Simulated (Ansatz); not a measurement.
Calculated with Ansatz (gas phase, PBE0-D4/def2-TZVP geometries, no zero-point term in ΔE). CBS: MP2 limit from def2 TZ/QZ plus the TZ coupled-cluster correction, frozen cores. This one scheme is used for every species. Functionals use def2-TZVPP. Each species was taken in one conformer, which may not be the lowest.

Consider the substitution at a C–Si bond: `F[SiH2]CS` + `N=CBO` → `OB/C=N/CS` + `F[SiH3]`.

```json
{"level": "PBE-D4", "ΔE (eV)": "0.59"}
{"level": "r2SCAN-D4", "ΔE (eV)": "0.62"}
{"level": "PBE0", "ΔE (eV)": "0.61"}
{"level": "SCS-MP2/def2-TZVPP", "ΔE (eV)": "0.55"}
{"level": "CCSD(T)/def2-TZVPP", "ΔE (eV)": "0.60"}
{"level": "HF/def2-QZVPP", "ΔE (eV)": "0.50"}
{"level": "MP2/def2-QZVPP", "ΔE (eV)": "0.61"}
{"level": "CCSD/CBS(def2)", "ΔE (eV)": "0.63"}
```

(1) What does CCSD(T)/CBS give? (Best estimate.)

Largest T1 diagnostic among the species: 0.014.

Answers

(1) The calculation gave: +0.63 eV. The listed levels differ from it by -0.04, -0.01, -0.02, -0.08, -0.03, -0.13, -0.02, 0.00 eV.

In def2-TZVPP, CCSD(T) changes the Hartree–Fock value by +0.10 eV (the triples alone add −0.00 eV) and MP2 by +0.09 eV.
